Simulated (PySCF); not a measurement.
Parent: `[F:1][B:2]([F:3])[SiH3:4]`, BF2H3Si.

Method: PBE0-D3(BJ)/def2-SVP geometry optimisation, gas phase (PySCF). One conformer each, not checked by frequencies here.

| coordinate of the parent | value |
| --- | --- |
| F1–B2 | 1.320 Å |
| B2–F3 | 1.319 Å |
| B2–Si4 | 2.035 Å |
| F1–B2–F3 | 116.3° |
| F1–B2–Si4 | 120.4° |
| F3–B2–Si4 | 123.3° |

Problem. How does the shared frame change in `[F:1][B:2]([F:3])[SiH2:4][CH:5]([F:6])[F:7]` with F1–B2–Si4–C5 143°, B2–Si4–C5–F6 -176°, CH3BF4Si? Atoms pair as F1 = F3, B2 = B2, F3 = F1, Si4 = Si4 (parent first).

Solution. 
| parent | relative | value in the relative | change |
| --- | --- | --- | --- |
| F1–B2 | F3–B2 | 1.319 Å | -0.001 |
| B2–F3 | B2–F1 | 1.317 Å | -0.002 |
| B2–Si4 | B2–Si4 | 2.032 Å | -0.003 |
| F1–B2–F3 | F3–B2–F1 | 116.8° | +0.5 |
| F1–B2–Si4 | F3–B2–Si4 | 120.3° | -0.1 |
| F3–B2–Si4 | F1–B2–Si4 | 122.9° | -0.4 |

No shared bond changes by more than 0.004 Å. Bonds of the relative outside the shared frame: Si4–C5 1.924, C5–F6 1.357, C5–F7 1.362 Å.

Problem. How does the shared frame change in `[CH3:1][O:2][CH2:3][SiH2:4][B:5]([F:6])[F:7]` with C1–O2–C3–Si4 179°, O2–C3–Si4–B5 -46°, C3–Si4–B5–F6 122°, C2H7BF2OSi? Atoms pair as F1 = F7, B2 = B5, F3 = F6, Si4 = Si4 (parent first).

Solution. 
```tsv
parent	relative	value in the relative	change
F1–B2	F7–B5	1.322 Å	+0.002
B2–F3	B5–F6	1.318 Å	-0.001
B2–Si4	B5–Si4	2.027 Å	-0.008
F1–B2–F3	F7–B5–F6	116.2°	-0.1
F1–B2–Si4	F7–B5–Si4	119.5°	-0.9
F3–B2–Si4	F6–B5–Si4	124.3°	+1.0
```

Of the parent's bonds, B2–Si4 changes most (-0.008 Å). Bonds of the relative outside the shared frame: C1–O2 1.396, O2–C3 1.405, C3–Si4 1.899 Å.
